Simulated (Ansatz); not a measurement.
Results of the Gaussian-basis code of Ansatz.

A structure relaxed at PBE0-D4/def2-TZVP, charge 0, multiplicity 1:

Cartesian coordinates in Å:
```
C -0.5501 -0.7898 -1.7422
O -0.2109 0.2801 -0.9162
Mo 0.4090 0.7261 0.7075
O -0.8588 -0.4731 1.3832
F 0.9432 0.7891 2.4808
F 1.6905 1.9873 0.2883
F -0.7005 2.1877 0.9088
Cl 2.0501 -0.8782 0.3889
H -1.3472 -1.3636 -1.2609
H 0.3388 -1.4185 -1.8638
H -0.8831 -0.4023 -2.7058
H -0.8811 -0.6448 2.3313
```

Question: Give its formula and SMILES.

Answer: CH4ClF3MoO2, `C[O][Mo]([OH])([F])([F])([F])[Cl]`.

Question: Summarise the bond lengths by kind.

Answer: 1 × C–O 1.394 Å; 3 × C–H 1.091 to 1.096 Å; 2 × Mo–O 1.794 to 1.871 Å; 3 × F–Mo 1.846 to 1.853 Å; 1 × Cl–Mo 2.317 Å; 1 × H–O 0.964 Å.
